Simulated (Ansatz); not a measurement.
Computed with Ansatz on PBE0-D4/def2-TZVP structures; ΔE is electronic, products minus reactants. CCSD(T)/CBS adds triple-zeta CCSD(T) − MP2 to the extrapolated MP2 energy (def2 sets, frozen cores). This one scheme is used for every species. One conformer a species, not always the lowest.

Consider the cleavage of the Si–Si bond: `Cl[SiH2][SiH]1CO1` + HCl → `Cl[SiH]1CO1` + `[SiH3]Cl`.

`Cl[SiH2][SiH]1CO1`:

```xyz
10

Cl    2.533   -0.696    1.811
Si    1.772    0.008    0.027
Si   -0.471    0.531    0.381
C    -1.789   -0.448   -0.388
O    -1.371    0.812   -1.002
H     2.576    1.188   -0.377
H     1.897   -1.057   -0.997
H    -0.766    1.401    1.546
H    -1.576   -1.320   -1.003
H    -2.805   -0.418    0.000
```

HCl:

Cartesian coordinates in Å:
```
Cl -0.071 0.356 -0.527
H 0.071 -0.356 0.527
```

`Cl[SiH]1CO1`:

Z-matrix (Å, degrees):
```
Si
C 1 1.794
O 1 1.643 2 51.3
Cl 1 2.030 2 122.0 3 -102.0
H 1 1.471 2 125.9 3 99.6
H 2 1.088 1 123.1 3 -98.3
H 2 1.088 1 121.0 3 99.0
```

`[SiH3]Cl`:

```xyz
5

Si   -0.049    0.117    0.018
Cl    0.731   -1.760   -0.272
H    -0.531    0.633   -1.284
H     1.018    0.992    0.556
H    -1.169    0.018    0.981
```

| species | HF/def2-QZVPP energy (Eh) |
| --- | --- |
| `Cl[SiH2][SiH]1CO1` | -1153.14951 |
| HCl | -460.11222 |
| `Cl[SiH]1CO1` | -863.03873 |
| `[SiH3]Cl` | -750.27045 |

Work out ΔE.

ΔE = (-863.03873) + (-750.27045) − (-1153.14951) − (-460.11222) = -0.04745 Eh = -29.8 kcal/mol. CCSD(T)/CBS gives -24.7 kcal/mol.

Largest T1 diagnostic among the species: 0.014.

The D4 term adds +1.2 kcal/mol with B3LYP and +0.7 kcal/mol with PBE0; it sums over pairs of atoms, weighted by their polarisabilities, and B3LYP, whose exchange is more repulsive, gets the larger term. From PBE to PBE0 (25 % exact exchange), in def2-TZVPP and without D4, ΔE moves by −1.5 kcal/mol. In def2-TZVPP, CCSD(T) changes the Hartree–Fock value by +5.2 kcal/mol (the triples alone add +0.6 kcal/mol) and MP2 by +3.0 kcal/mol.

B3LYP here is the variant with VWN-RPA as its local correlation; programs differ in this.
